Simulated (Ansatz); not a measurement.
Results of the Gaussian-basis code of Ansatz.

CH6FOSbSi (`C[O][Sb]([F])[SiH3]`) at its PBE0-D4/def2-TZVP geometry, where that method's forces vanish. The species carries charge 0 and has multiplicity 1. Sb: def2 effective core potential.

| atom | x (Å) | y (Å) | z (Å) |
| --- | --- | --- | --- |
| C1 | -0.907 | -1.657 | -1.290 |
| O2 | -0.324 | -0.493 | -0.744 |
| Sb3 | 0.812 | -0.630 | 0.837 |
| F4 | -0.598 | -0.616 | 2.154 |
| Si5 | 1.023 | 1.962 | 0.849 |
| H6 | -0.237 | -2.526 | -1.249 |
| H7 | -1.836 | -1.913 | -0.769 |
| H8 | -1.141 | -1.459 | -2.339 |
| H9 | -0.332 | 2.548 | 0.707 |
| H10 | 1.894 | 2.384 | -0.281 |
| H11 | 1.647 | 2.401 | 2.125 |

(1) For each bond, give half the difference of the two atoms' forces along it (eV/Å; positive pushes the atoms apart) under PBE-D4, r2SCAN-D4, B3LYP-D4, ωB97M-V in def2-TZVPP. (Best estimate.)

Answers

(1) The calculation gave: 
| bond | length (Å) | PBE-D4 | r2SCAN-D4 | B3LYP-D4 | ωB97M-V |
| --- | --- | --- | --- | --- | --- |
| C1–O2 | 1.411 | 0.25 | 0.30 | 0.24 | 0.30 |
| C1–H6 | 1.098 | 0.05 | -0.08 | -0.07 | -0.09 |
| C1–H7 | 1.095 | 0.07 | -0.06 | -0.09 | -0.11 |
| C1–H8 | 1.093 | 0.09 | -0.06 | -0.12 | -0.12 |
| O2–Sb3 | 1.952 | 0.50 | 0.13 | 0.25 | -0.10 |
| Sb3–F4 | 1.929 | 0.62 | 0.13 | 0.36 | 0.02 |
| Sb3–Si5 | 2.601 | 0.09 | 0.06 | 0.16 | -0.07 |
| Si5–H9 | 1.483 | 0.09 | -0.01 | -0.08 | -0.10 |
| Si5–H10 | 1.488 | 0.07 | -0.02 | -0.08 | -0.08 |
| Si5–H11 | 1.487 | 0.08 | -0.02 | -0.08 | -0.08 |

B3LYP here is the variant with VWN-RPA as its local correlation; programs differ in this.
